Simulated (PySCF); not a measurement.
# BrCl at r²SCAN

Computed with r²SCAN; basis Br cc-pVDZ-PP with ECP10, Cl cc-pV(D+d)Z; scalar-relativistic core potentials; PySCF 2.14.

| Property | Result |
| --- | --- |
| state | ¹Σ⁺ (singlet), closed shell |
| bond length | 2.167 Å |
| harmonic wavenumber | 428 cm⁻¹ |
| force constant | 2.62 mdyn/Å |
| rotational constant Be | 0.1481 cm⁻¹ |
| anharmonicity ωexe | 1.51 cm⁻¹ |
| vibration–rotation constant αe | 0.000722 cm⁻¹ |
| well depth De to Br + Cl | 2.30 eV |
| dissociation energy D0 | 2.28 eV |
| HOMO–LUMO gap | 2.76 eV |
| bond order (Mayer) | 1.03 |
| dipole moment (positive dipole means Br(−)Cl(+)) | -0.66 D |
